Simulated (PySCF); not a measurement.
## Potential energy of InH along the bond

Set-up: PySCF, spin-free X2C with a Gaussian nucleus, basis sets In x2c-TZVPPall, H x2c-TZVPPall. Energies in eV from In + H in their ground configurations at the same level. State: ¹Σ⁺ (singlet), closed shell.

All columns are r²SCAN0. A positive dipole means In(−)H(+).

| R (Å) | E (eV) | μ (D) | Mulliken charge on In (basis-dependent) | HOMO (eV) | LUMO (eV) | Mayer bond order | ⟨S²⟩ |
| --- | --- | --- | --- | --- | --- | --- | --- |
| 1.594 | -2.319 | 0.36 | 0.26 | -5.67 | -1.55 | 0.92 | 0.00 |
| 1.668 | -2.512 | 0.04 | 0.26 | -5.74 | -1.56 | 0.92 | 0.00 |
| 1.742 | -2.619 | -0.30 | 0.26 | -5.79 | -1.58 | 0.91 | 0.00 |
| 1.797 | -2.656 | -0.55 | 0.27 | -5.83 | -1.59 | 0.91 | 0.00 |
| 1.853 | -2.662 | -0.81 | 0.27 | -5.85 | -1.61 | 0.91 | 0.00 |
| 1.909 | -2.645 | -1.06 | 0.27 | -5.87 | -1.63 | 0.91 | 0.00 |
| 1.983 | -2.591 | -1.40 | 0.28 | -5.88 | -1.66 | 0.91 | 0.00 |
| 2.075 | -2.489 | -1.82 | 0.29 | -5.87 | -1.70 | 0.90 | 0.00 |
| 2.187 | -2.330 | -2.32 | 0.29 | -5.82 | -1.76 | 0.90 | 0.00 |
| 2.335 | -2.082 | -2.96 | 0.31 | -5.72 | -1.84 | 0.90 | 0.00 |

A fit through these points gives, at Re = 1.839 Å, μ = -0.74 D and dμ/dR = -4.59 D/Å; the reduced mass is 0.9991 u.

How strong is the fundamental in the double-harmonic approximation, I = 42.26·(dμ/dR)²/μred km/mol?

I = 42.26·(-4.59)²/0.9991 = 891 km/mol at r²SCAN0.

Spin–orbit coupling is left out, which matters for elements this heavy, above all for dissociation energies.
